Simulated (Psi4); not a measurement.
Input for Psi4: SAPT0/jun-cc-pV(D+d)Z on ClH6PSi (a complex), monomers drawn apart or pushed together.

```
memory 2025 MB

molecule dimer {
0 1
P     0.11014149   -0.29786893    0.05658711
H     1.35459819   -0.92604765    0.31148296
H     0.32097764   -0.24325078   -1.34628937
H     0.62145483    1.00530653    0.27668708
--
0 1
Si   -0.91361905   -0.71889476    4.72769962
Cl    0.91390216    0.06554263    4.15239192
H    -1.61536329    0.29852387    5.53452857
H    -0.65925970   -1.92881195    5.53394476
H    -1.68219760   -1.04863932    3.51418344
units angstrom
symmetry c1
no_reorient
no_com
}

set {
  basis jun-cc-pV(D+d)Z
  scf_type df
  freeze_core true
}

energy('sapt0')
```

It printed:

```
[...]
==> Input File <==

--------------------------------------------------------------------------
memory 2025 MB

molecule dimer {
0 1
P     0.11014149   -0.29786893    0.05658711
H     1.35459819   -0.92604765    0.31148296
H     0.32097764   -0.24325078   -1.34628937
H     0.62145483    1.00530653    0.27668708
--
0 1
Si   -0.91361905   -0.71889476    4.72769962
Cl    0.91390216    0.06554263    4.15239192
H    -1.61536329    0.29852387    5.53452857
H    -0.65925970   -1.92881195    5.53394476
H    -1.68219760   -1.04863932    3.51418344
units angstrom
symmetry c1
no_reorient
no_com
}

set {
  basis jun-cc-pV(D+d)Z
  scf_type df
  freeze_core true
}

energy('sapt0')
--------------------------------------------------------------------------


   => Loading Basis Set <=

    Name: JUN-CC-PV(D+D)Z
    Role: ORBITAL
    Keyword: BASIS
    atoms 1        entry P          line   632 file jun-cc-pv_dpd_z.gbs
    atoms 2-4, 7-9 entry H          line    60 file jun-cc-pv_dpd_z.gbs
    atoms 5        entry SI         line   566 file jun-cc-pv_dpd_z.gbs
    atoms 6        entry CL         line   764 file jun-cc-pv_dpd_z.gbs

   => Loading Basis Set <=

    Name: JUN-CC-PV(D+D)Z
    Role: ORBITAL
    Keyword: BASIS
    atoms 1        entry P          line   632 file jun-cc-pv_dpd_z.gbs
    atoms 2-4, 7-9 entry H          line    60 file jun-cc-pv_dpd_z.gbs
    atoms 5        entry SI         line   566 file jun-cc-pv_dpd_z.gbs
    atoms 6        entry CL         line   764 file jun-cc-pv_dpd_z.gbs


  //>>>>>>>>>>>>>>>>>>>>>>>>>>>>>>>>>>>//
  //              Dimer HF             //
  //<<<<<<<<<<<<<<<<<<<<<<<<<<<<<<<<<<<//

   => Libint2 <=

    Primary   basis highest AM E, G, H:  7, 6, 3
    Auxiliary basis highest AM E, G, H:  7, 7, 4
    Onebody   basis highest AM E, G, H:  -, -, -
    Solid Harmonics ordering:            Gaussian


   => Loading Basis Set <=

    Name: JUN-CC-PV(D+D)Z
    Role: ORBITAL
    Keyword: BASIS
    atoms 1        entry P          line   632 file jun-cc-pv_dpd_z.gbs
    atoms 2-4, 7-9 entry H          line    60 file jun-cc-pv_dpd_z.gbs
    atoms 5        entry SI         line   566 file jun-cc-pv_dpd_z.gbs
    atoms 6        entry CL         line   764 file jun-cc-pv_dpd_z.gbs


         ---------------------------------------------------------
                                   SCF
               by Justin Turney, Rob Parrish, Andy Simmonett
                          and Daniel G. A. Smith
                              RHF Reference
                        1 Threads,   1931 MiB Core
         ---------------------------------------------------------

  ==> Geometry <==

    Molecular point group: c1
    Full point group: C1

    Geometry (in Angstrom), charge = 0, multiplicity = 1:

       Center              X                  Y                   Z               Mass
    ------------   -----------------  -----------------  -----------------  -----------------
         P            0.110141490000    -0.297868930000     0.056587110000    30.973761998420
         H            1.354598190000    -0.926047650000     0.311482960000     1.007825032230
         H            0.320977640000    -0.243250780000    -1.346289370000     1.007825032230
         H            0.621454830000     1.005306530000     0.276687080000     1.007825032230
         SI          -0.913619050000    -0.718894760000     4.727699620000    27.976926534650
         CL           0.913902160000     0.065542630000     4.152391920000    34.968852682000
         H           -1.615363290000     0.298523870000     5.534528570000     1.007825032230
         H           -0.659259700000    -1.928811950000     5.533944760000     1.007825032230
         H           -1.682197600000    -1.048639320000     3.514183440000     1.007825032230

  Running in c1 symmetry.

  Rotational constants: A =      0.21655  B =      0.01276  C =      0.01220 [cm^-1]
  Rotational constants: A =   6491.97734  B =    382.67344  C =    365.82572 [MHz]
  Nuclear repulsion =  174.682376460421096

  Charge       = 0
  Multiplicity = 1
  Electrons    = 52
  Nalpha       = 26
  Nbeta        = 26

  ==> Algorithm <==

  SCF Algorithm Type is DF.
  DIIS enabled.
  MOM disabled.
  Fractional occupation disabled.
  Guess Type is SAD.
  Energy threshold   = 1.00e-08
  Density threshold  = 1.00e-08
  Integral threshold = 1.00e-12

  ==> Primary Basis <==

  Basis Set: JUN-CC-PV(D+D)Z
    Blend: JUN-CC-PV(D+D)Z
    Number of shells: 51
    Number of basis functions: 111
    Number of Cartesian functions: 117
    Spherical Harmonics?: true
    Max angular momentum: 2

   => Loading Basis Set <=

    Name: (JUN-CC-PV(D+D)Z AUX)
    Role: JKFIT
    Keyword: DF_BASIS_SCF
    atoms 1        entry P          line   586 file jun-cc-pvdz-jkfit.gbs
    atoms 2-4, 7-9 entry H          line    70 file jun-cc-pvdz-jkfit.gbs
    atoms 5        entry SI         line   506 file jun-cc-pvdz-jkfit.gbs
    atoms 6        entry CL         line   746 file jun-cc-pvdz-jkfit.gbs

  ==
[...]
23689
     111A    120.069396

    Final Occupation by Irrep:
              A
    DOCC [    17 ]
    NA   [    17 ]
    NB   [    17 ]

  @DF-RHF Final Energy:  -750.23312450625701

   => Energetics <=

    Nuclear Repulsion Energy =             85.8812775940663897
    One-Electron Energy =               -1208.9836083054628944
    Two-Electron Energy =                 372.8692062051394487
    Total Energy =                       -750.2331245062570133

Computation Completed


Properties will be evaluated at   0.000000,   0.000000,   0.000000 [a0]

Properties computed using the SCF density matrix


 Multipole Moments:

 ------------------------------------------------------------------------------------
     Multipole            Electronic (a.u.)      Nuclear  (a.u.)        Total (a.u.)
 ------------------------------------------------------------------------------------

 L = 1.  Multiply by 2.5417464519 to convert [e a0] to [Debye]
 Dipole X            :          1.6642184           -2.2887429           -0.6245245
 Dipole Y            :         21.7082090          -21.9760585           -0.2678495
 Dipole Z            :       -285.8391646          286.0310517            0.1918870
 Magnitude           :                                                    0.7061125

 ------------------------------------------------------------------------------------

  Constructing Basis Sets for SAPT...

   => Loading Basis Set <=

    Name: (JUN-CC-PV(D+D)Z AUX)
    Role: RIFIT
    Keyword: DF_BASIS_SAPT
    atoms 1        entry P          line   432 file jun-cc-pvdz-ri.gbs
    atoms 2-4, 7-9 entry H          line    30 file jun-cc-pvdz-ri.gbs
    atoms 5        entry SI         line   376 file jun-cc-pvdz-ri.gbs
    atoms 6        entry CL         line   544 file jun-cc-pvdz-ri.gbs

   => Loading Basis Set <=

    Name: (JUN-CC-PV(D+D)Z AUX)
    Role: JKFIT
    Keyword: DF_BASIS_ELST
    atoms 1        entry P          line   586 file jun-cc-pvdz-jkfit.gbs
    atoms 2-4, 7-9 entry H          line    70 file jun-cc-pvdz-jkfit.gbs
    atoms 5        entry SI         line   506 file jun-cc-pvdz-jkfit.gbs
    atoms 6        entry CL         line   746 file jun-cc-pvdz-jkfit.gbs


  //>>>>>>>>>>>>>>>>>>>>>>>>>>>>>>>>>>>//
  //               SAPT0               //
  //<<<<<<<<<<<<<<<<<<<<<<<<<<<<<<<<<<<//



        SAPT0
    Ed Hohenstein
     6 June 2009

      Orbital Information
  --------------------------
    NSO        =       111
    NMO        =       111
    NRI        =       339
    NRI (Elst) =       501
    NOCC A     =         9
    NOCC B     =        17
    FOCC A     =         5
    FOCC B     =        10
    NVIR A     =       102
    NVIR B     =        94

    Elst10,r            =    -0.000900175288 [Eh]
    Exch10              =     0.000800804363 [Eh]
    Exch10 (S^2)        =     0.000800313982 [Eh]

    Maxiter = 50
    CPHF R converge = 1.000000E-08

    Iter     Energy [mEh]          dE [mEh]         Residual      Time [s]
       1      -0.15678139       0.156781393     1.497339e-03             0
       2      -0.18528850       0.028507106     4.931947e-04             0
       3      -0.18640589       0.001117394     1.020355e-04             0
       4      -0.18566651      -0.000739387     1.257818e-05             0
       5      -0.18574307       0.000076565     2.410725e-06             0
       6      -0.18573871      -0.000004359     6.572096e-07             0
       7      -0.18573787      -0.000000845     1.126765e-07             0
       8      -0.18573823       0.000000362     2.085617e-08             0
       9      -0.18573819      -0.000000044     6.374689e-09             0

    CHF Iterations converged

    Maxiter = 50
    CPHF R converge = 1.000000E-08

    Iter     Energy [mEh]          dE [mEh]         Residual      Time [s]
       1      -0.10776573       0.107765729     1.458699e-03             0
       2      -0.13069256       0.022926827     5.450789e-04             0
       3      -0.13230346       0.001610906     1.058853e-04             0
       4      -0.13160125      -0.000702214     1.753520e-05             0
       5      -0.13164657       0.000045323     5.370734e-06             0
       6      -0.13165151       0.000004937     1.149325e-06             0
       7      -0.13164885      -0.000002656     2.597649e-07             0
       8      -0.13164900       0.000000152     6.280205e-08             0
       9      -0.13164906       0.000000053     1.524084e-08             1
      10      -0.13164905      -0.000000010     3.985605e-09             1

    CHF Iterations converged

    Ind20,r (A<-B)      =    -0.000185738185 [Eh]
    Ind20,r (B<-A)      =    -0.000131649047 [Eh]
    Ind20,r             =    -0.000317387232 [Eh]
    Exch-Ind20,r (A<-B) =     0.000161278090 [Eh]
    Exch-Ind20,r (B<-A) =     0.000091620968 [Eh]
    Exch-Ind20,r        =     0.000252899057 [Eh]
    Disp20              =    -0.001058831063 [Eh]
    Disp20 (SS)         =    -0.000529415531 [Eh]
    Disp20 (OS)         =    -0.000529415531 [Eh]
    Exch-Disp20         =     0.000060565749 [Eh]
    Exch-Disp20 (SS)    =     0.000030527814 [Eh]
    Exch-Disp20 (OS)    =     0.000030037935 [Eh]

    SAPT Results
  --------------------------------------------------------------------------------------------------------
    Electrostatics                 -0.90017529 [mEh]      -0.56486852 [kcal/mol]      -2.36340989 [kJ/mol]
      Elst10,r                     -0.90017529 [mEh]      -0.56486852 [kcal/mol]      -2.36340989 [kJ/mol]

    Exchange                        0.80080436 [mEh]       0.50251232 [kcal/mol]       2.10251157 [kJ/mol]
      Exch10                        0.80080436 [mEh]       0.50251232 [kcal/mol]       2.10251157 [kJ/mol]
      Exch10(S^2)                   0.80031398 [mEh]       0.50220461 [kcal/mol]       2.10122407 [kJ/mol]

    Induction                      -0.12668499 [mEh]      -0.07949603 [kcal/mol]      -0.33261139 [kJ/mol]
      Ind20,r                      -0.31738723 [mEh]      -0.19916350 [kcal/mol]      -0.83330006 [kJ/mol]
      Exch-Ind20,r                  0.25289906 [mEh]       0.15869655 [kcal/mol]       0.66398638 [kJ/mol]
      delta HF,r (2)               -0.06219681 [mEh]      -0.03902909 [kcal/mol]      -0.16329771 [kJ/mol]

    Dispersion                     -0.99826531 [mEh]      -0.62642094 [kcal/mol]      -2.62094522 [kJ/mol]
      Disp20                       -1.05883106 [mEh]      -0.66442652 [kcal/mol]      -2.77996057 [kJ/mol]
      Exch-Disp20                   0.06056575 [mEh]       0.03800558 [kcal/mol]       0.15901535 [kJ/mol]
      Disp20 (SS)                  -0.52941553 [mEh]      -0.33221326 [kcal/mol]      -1.38998029 [kJ/mol]
      Disp20 (OS)                  -0.52941553 [mEh]      -0.33221326 [kcal/mol]      -1.38998029 [kJ/mol]
      Exch-Disp20 (SS)              0.03052781 [mEh]       0.01915649 [kcal/mol]       0.08015077 [kJ/mol]
      Exch-Disp20 (OS)              0.03003793 [mEh]       0.01884909 [kcal/mol]       0.07886459 [kJ/mol]

  Total HF                         -0.22605591 [mEh]      -0.14185223 [kcal/mol]      -0.59350972 [kJ/mol]
  Total SAPT0                      -1.22432123 [mEh]      -0.76827317 [kcal/mol]      -3.21445494 [kJ/mol]

  Special recipe for scaled SAPT0 (see Manual):
    Electrostatics sSAPT0          -0.90017529 [mEh]      -0.56486852 [kcal/mol]      -2.36340989 [kJ/mol]
    Exchange sSAPT0                 0.80080436 [mEh]       0.50251232 [kcal/mol]       2.10251157 [kJ/mol]
    Induction sSAPT0               -0.12621982 [mEh]      -0.07920413 [kcal/mol]      -0.33139010 [kJ/mol]
    Dispersion sSAPT0              -0.99815391 [mEh]      -0.62635104 [kcal/mol]      -2.62065274 [kJ/mol]
  Total sSAPT0                     -1.22374466 [mEh]      -0.76791137 [kcal/mol]      -3.21294116 [kJ/mol]
  --------------------------------------------------------------------------------------------------------



*** Psi4 exiting successfully. Buy a developer a beer!
```

The run finished.

Cost: about 9 core-seconds (a rough figure).
